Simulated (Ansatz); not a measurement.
A nudged elastic band was laid between two geometries of BCl2H4InSi (9 atoms, charge 0, multiplicity 1).

Computed with RKS BLYP-D4/def2-SVP in Ansatz 0.2.0.

| Property | Result |
| --- | --- |
| movable images | 7 |
| climbing image | yes |
| spring | 5.0 eV/Å² |
| optimiser | quadratic models (default) |
| start path | IDPP |
| force threshold | 0.03 eV/Å |
| iteration limit | 60 |
| end points | relaxed |

Image 0:

```xyz
9
Properties=species:S:1:pos:R:3
B 0.046 0.602 1.315
Si -1.393 0.646 0.038
In 0.875 -0.765 -0.788
Cl 1.020 -3.149 -0.651
Cl 2.552 0.187 -2.204
H 0.117 -0.326 2.092
H 0.911 1.448 1.258
H -2.483 -0.379 -0.052
H -1.556 1.691 -1.024
```

Image 8:

```xyz
9
Properties=species:S:1:pos:R:3
B 0.190 -0.522 1.355
Si -1.113 0.520 0.163
In 0.625 0.290 -1.853
Cl 1.750 -1.054 0.197
Cl 2.105 0.136 -3.726
H -0.338 -1.556 1.719
H 0.630 0.214 2.218
H -2.385 -0.073 -0.389
H -1.376 1.998 0.299
```

(1) Which bonds break or form, and what moves?

(2) Give the energies along the band, and the barrier.

(3) What is the geometry of the highest image?

## Answers

(1) Bonds formed: B1–Cl4. The dihedral H8–Si2–In3–Cl4 goes from -23 to -122°.

(2) The run converged. The highest image is number 4 of 0 to 8, 3.8 kJ/mol above the first end and 39.9 kJ/mol above the last; the last end lies 36.2 kJ/mol below the first. The profile has 2 maxima (images 4, 7) with wells between them (image 6): this band takes more than one step, which may be the mechanism or a detour left from its start path. A vibrational analysis at the climbing image gives no mode beyond 40i cm⁻¹: the surface is too flat there to confirm a saddle point.

```tsv
image	path coordinate (Å)	energy (kJ/mol)	B1–Cl4 (Å)	dihedral H8–Si2–In3–Cl4 (°)
0	0.00	0.0	4.35	-23
1	1.06	0.8	4.16	-48
2	2.12	3.0	4.20	-75
3	3.17	3.4	4.00	-101
4	4.23	3.8	3.41	-121
5	4.89	-4.9	2.67	-122
6	5.56	-35.9	2.03	-124
7	6.22	-33.1	1.99	-131
8	6.88	-36.2	2.01	-122
```

(3) 
```xyz
9
Properties=species:S:1:pos:R:3
B -0.241 -0.158 1.651
Si -1.062 0.693 0.039
In 0.850 -0.274 -1.478
Cl 2.362 -1.535 -0.071
Cl 1.497 -0.265 -3.777
H -0.551 -1.285 1.961
H 0.586 0.443 2.295
H -2.346 0.153 -0.515
H -1.008 2.182 -0.124
```

Time of the run: 20 min on 2 threads of Arm Neoverse N1, on a shared host, peak memory 0.2 GiB.
